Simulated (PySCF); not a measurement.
C2H6BrClSi.
Structure used (PBE0-D3(BJ)/def2-SVP), in Å, numbered top down from 1:
```xyz
11
C2H6BrClSi angstrom
Cl    -0.509    2.092   -1.006
C     -1.257    0.715   -0.137
C     -0.440   -0.551   -0.290
Si     1.345   -0.463    0.310
Br     1.343    0.340    2.396
H     -1.334    1.014    0.918
H     -2.270    0.599   -0.545
H     -0.415   -0.867   -1.348
H     -0.933   -1.364    0.272
H      2.212    0.410   -0.523
H      1.910   -1.841    0.356
```

Computed, not measured: PBE0-D3(BJ)/def2-SVP geometry optimisation, gas phase in PySCF.

Masses are those of the commonest isotopes; rigid-rotor values at the optimised geometry. The values belong to one conformer with, in the numbering `[Cl:1][CH2:2][CH2:3][SiH2:4][Br:5]`, Cl1–C2–C3–Si4 58°, C2–C3–Si4–Br5 51°.

Q: Give the principal moments of inertia and the rotational constants in MHz.

A: Ia = 155.48, Ib = 562.02, Ic = 624.58 u·Å²; 505379 MHz·u·Å²/I gives A = 3250, B = 899.2, C = 809.1 MHz.

Q: Classify the top.

A: A near-prolate asymmetric top. Ray's parameter κ = (2B − A − C)/(A − C) = -0.926; −1 is the prolate and +1 the oblate limit.

Q: What does the inertial defect say?

A: Not planar: Δ = Ic − Ia − Ib = -92.92 u·Å². For a rigid frame Δ = −2 Σ m c², so Σ m c² = 46.46 u·Å² lies off the ab plane: 12.25 from hydrogen and 34.21 from heavier atoms. The atom farthest from that plane is 1.94 Å away.

Q: List the rotational levels J(Ka,Kc) to J = 5 (cm⁻¹).

A: Above 0(0,0):
J = 1: 1(0,1) 0.0570, 1(1,1) 0.1354, 1(1,0) 0.1384
J = 2: 2(0,2) 0.1709, 2(1,2) 0.2464, 2(1,1) 0.2554, 2(2,1) 0.4907, 2(2,0) 0.4908
J = 3: 3(0,3) 0.3415, 3(1,3) 0.4128, 3(1,2) 0.4308, 3(2,2) 0.6616, 3(2,1) 0.6621, 3(3,1) 1.0613, 3(3,0) 1.0613
J = 4: 4(0,4) 0.5686, 4(1,4) 0.6345, 4(1,3) 0.6646, 4(2,3) 0.8895, 4(2,2) 0.8908, 4(3,2) 1.2894, 4(3,1) 1.2895, 4(4,1) 1.8488, 4(4,0) 1.8488
J = 5: 5(0,5) 0.8518, 5(1,5) 0.9116, 5(1,4) 0.9566, 5(2,4) 1.1742, 5(2,3) 1.1772, 5(3,3) 1.5746, 5(3,2) 1.5747, 5(4,2) 2.1339, 5(4,1) 2.1339, 5(5,1) 2.8531, 5(5,0) 2.8531
Those of J = 1 are B + C, A + C and A + B.

Q: Which lines would a microwave search look for?

A: The dipole components are |μa| = 0.79 D, |μb| = 1.88 D, |μc| = 1.37 D. Intensities carry the squares of the components, which stand as 0.17 : 1.00 : 0.53 (a : b : c). Some of the stronger lines:

| type | branch | J(Ka,Kc) | MHz | lower level (cm⁻¹) |
| --- | --- | --- | --- | --- |
| a | Q | 5(1,4) ← 5(1,5) | 1350 | 0.912 |
| c | Q | 4(1,4) ← 4(0,4) | 1977 | 0.569 |
| b | Q | 2(1,1) ← 2(0,2) | 2534 | 0.171 |
| a | R | 3(2,2) ← 2(2,1) | 5125 | 0.491 |
| c | R | 2(1,1) ← 1(0,1) | 5948 | 0.057 |
| a | R | 4(1,3) ← 3(1,2) | 7008 | 0.431 |
| c | R | 3(1,2) ← 2(0,2) | 7792 | 0.171 |
| b | Q | 5(2,4) ← 5(1,5) | 7874 | 0.912 |
| a | R | 5(2,3) ← 4(2,2) | 8586 | 0.891 |
| c | Q | 4(4,1) ← 4(3,1) | 16769 | 1.289 |
| b | R | 3(3,1) ← 2(2,0) | 17105 | 0.491 |
| b | R | 3(3,0) ← 2(2,1) | 17108 | 0.491 |
| c | R | 4(3,1) ← 3(2,1) | 18809 | 0.662 |
| b | R | 4(3,1) ← 3(2,2) | 18822 | 0.662 |
| c | Q | 5(5,1) ← 5(4,1) | 21561 | 2.134 |
| b | R | 5(4,2) ← 4(3,1) | 25316 | 1.289 |
| c | R | 5(5,0) ← 4(4,0) | 30109 | 1.849 |
| b | R | 5(5,0) ← 4(4,1) | 30109 | 1.849 |

Q: Estimate the classical rotational partition function at 25 K, 50 K and 500 K.

A: Point group C1, symmetry number σ = 1; q = (√π/σ)·√((kT/h)³/(ABC)), k/h = 20836.6 MHz/K: 13700 at 25 K, 38800 at 50 K, 1230000 at 500 K.

Whether it is a minimum is left open (no frequencies). Zero-point vibration and centrifugal distortion are left out. Quadrupole hyperfine structure (35Cl, 79Br) is left out.
